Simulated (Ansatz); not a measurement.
CH₄F₃NSn, SMILES `C[NH][Sn]([F])([F])[F]`. Charge 0, multiplicity 1. Sn takes the def2 core potential. The structure was optimised at the PBE0-D4/def2-TZVP level. It is one conformer, not always the lowest.

```xyz
10

C    -0.162   -1.382    0.637
N     0.262   -0.593   -0.516
Sn    0.001    1.368   -0.504
F    -1.826    1.765   -0.218
F     0.523    2.131   -2.153
F     0.908    2.386    0.818
H     0.486   -1.284    1.515
H    -1.175   -1.098    0.925
H    -0.194   -2.436    0.349
H     1.178   -0.857   -0.852
```

Task: What is the dipole moment at B3LYP/def2-TZVPP? (Estimate.)

Result: Ansatz gave: 4.21 D, with components (1.16, -3.97, 0.79) D in this frame, pointing from negative to positive charge.

Task: And with PBE, r2SCAN, ωB97M-V? (Best estimate.)

Result: The calculation gave: PBE 4.09 D, r2SCAN 4.16 D, ωB97M-V 4.12 D.

Task: Give the Mulliken charges with B3LYP, ωB97M-V, PBE in def2-TZVPP. (Best estimate.)

Result: Computed: 
```
atom  B3LYP  ωB97M-V    PBE
  C1  -0.20    -0.26  -0.21
  N2  -0.44    -0.42  -0.40
 Sn3   1.54     1.53   1.37
  F4  -0.46    -0.45  -0.42
  F5  -0.46    -0.45  -0.41
  F6  -0.46    -0.46  -0.42
  H7   0.12     0.14   0.12
  H8   0.12     0.14   0.12
  H9   0.11     0.12   0.10
 H10   0.14     0.12   0.15
```

B3LYP here is the variant with VWN-RPA as its local correlation; programs differ in this.
